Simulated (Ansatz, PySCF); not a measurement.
Molecule: SiI, charge 0, multiplicity 2. SMILES: I[Si]
Coordinates optimised at B3LYP-D3(BJ)/def2-TZVP (Ansatz, a quantum-chemistry and plane-wave program):
```xyz
2

Si     0.0000     0.0000    -1.9529
I      0.0000     0.0000     0.5159
```
Charge 0, spin multiplicity 2.

Property: size of the dipole moment, in D. Terms: LANL2DZ with its own core potentials from Na on; open shells spin-unrestricted; 6-31G* and kin with 6d, 5d where marked; no spin-orbit coupling. First-principles rows: single points at B3LYP-D3(BJ) geometries (Ansatz).

```json
[
 {"level": "PBE/LANL2DZ", "program": "Ansatz", "size of the dipole moment (D)": "0.61"},
 {"level": "BP86/6-31G* with LANL2DZ past Ar (5d)", "program": "PySCF", "size of the dipole moment (D)": "0.83"},
 {"level": "B3LYP/LANL2DZ", "program": "Ansatz", "size of the dipole moment (D)": "0.95"},
 {"level": "B3LYP/6-31G* with LANL2DZ past Ar", "program": "Ansatz", "size of the dipole moment (D)": "1.17"},
 {"level": "PBE0/6-31G* with LANL2DZ past Ar", "program": "Ansatz", "size of the dipole moment (D)": "1.21"},
 {"level": "M06-2X/6-31G* with LANL2DZ past Ar (5d)", "program": "PySCF", "size of the dipole moment (D)": "1.44"}
]
```

No value to compare with is used here. The 6 habitual levels span 0.61 (PBE/LANL2DZ) to 1.44 D (M06-2X/6-31G* with LANL2DZ past Ar (5d)).

The levels are drawn from those run, B3LYP/6-31G* more often than the rest, none by its result; left out are runs that failed, that the program found above a lower state of the same kind, or whose <S^2> lies over 0.5 above the pure value.
